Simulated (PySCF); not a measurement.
## Two-component Hartree-Fock for Mo⁴⁰⁺ (molybdenum, charge +40)

Start: 1s2. Calculated with PySCF 2.14 in an even-tempered Gaussian basis (16 s from 8.1 bohr⁻², ratio 2.6; 12 p from 11 bohr⁻², ratio 2.6; 6 d from 11 bohr⁻², ratio 2.8; 3 f from 470 bohr⁻², ratio 2.8): generalised Hartree-Fock with the X2C-1e Hamiltonian and a Gaussian nucleus; spin-orbit coupling (SO) screened by Boettger's factors.

```json
{"spinor shell": "1s1/2", "electrons": "2", "ε, screened SO (eV)": "-23842.7", "weight of nominal j (screened SO)": "1.000", "rms radius, screened SO (bohr)": "0.0400"}
```

```tsv
quantity	screened SO
E (hartree)	-1779.85382
M_J	0
⟨J²⟩	0.000
⟨L²⟩	0.000
⟨S²⟩	0.000
```

Breit and QED terms are absent; they matter most for the inner s and p1/2 levels.

Densities and radii are taken from the X2C orbitals without a picture-change correction, which distorts them close to the nucleus.
